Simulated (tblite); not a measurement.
Compound: C4H14NPSi2.
SMILES with atom numbers: `[SiH3:1][N:2]([SiH3:3])[P:4]1[CH2:5][CH2:6][CH2:7][CH2:8]1` (hydrogens: H9, H10, H11 on Si1; H12, H13, H14 on Si3; H15, H16 on C5; H17, H18 on C6; H19, H20 on C7; H21, H22 on C8)

Cartesian coordinates in Å at the GFN2-xTB level; atoms count from 1:
```xyz
22
C4H14NPSi2 angstrom
Si    -1.5694   -1.4968   -0.2184
N     -1.4700    0.2322   -0.0119
Si    -2.8840    1.0857    0.5770
P     -0.0458    1.2044    0.0179
C      1.0684    0.2844    1.2165
C      2.3980    0.1061    0.4956
C      2.0560   -0.3665   -0.9132
C      0.9569    0.5595   -1.4322
H     -0.4873   -1.9742   -1.0748
H     -2.8582   -1.7537   -0.8556
H     -1.5042   -2.1790    1.0814
H     -3.1463    0.7199    1.9736
H     -4.0197    0.6815   -0.2523
H     -2.5926    2.5093    0.4516
H      0.6170   -0.6831    1.4484
H      1.1780    0.8482    2.1452
H      2.9181    1.0657    0.4402
H      3.0442   -0.6048    1.0145
H      1.6937   -1.3949   -0.8657
H      2.9314   -0.3449   -1.5653
H      1.4040    1.4365   -1.9111
H      0.3013    0.0839   -2.1629
```

Level: GFN2-xTB in tblite, geometry and Hessian alike; calculated harmonic values, unscaled, isolated species. Against measured fundamentals such values can be off by several per cent, at times by over 20. Modes of hydrogen on silicon can be 10 to 20 % off. One conformer, not necessarily the lowest. The optimisation stopped once no atom felt more than 0.01 eV/Å.

Lowest wavenumbers of the output (negative numbers stand for imaginary wavenumbers):
```
mode    cm-1
  1     -37.5
  2      20.7
  3      49.2
  4     127.9
  5     146.3
  6     185.6
  7     203.9
  8     233.6
  9     277.1
 10     290.9
```

**Question.** Is this structure a minimum?

**Answer.** Not by this Hessian. 1 mode is imaginary beyond 20i (38i cm⁻¹), so at this level the point lies at or near a first-order saddle. The curvature is small, so loose convergence or finite differences may be the whole cause.

**Question.** Which atoms move in the imaginary mode?

**Answer.** 38i: H9 (Si–H hydrogen) 15 %, H11 (Si–H hydrogen) 14 %. These are shares of the mass-weighted motion.

**Question.** What is the remedy?

**Answer.** Step along that mode in both directions, optimise again with tighter thresholds and repeat the frequencies. The zero-point energy of this point (103.7 kcal/mol) counts the 59 real modes alone, and thermal corrections from it aren't those of a minimum.
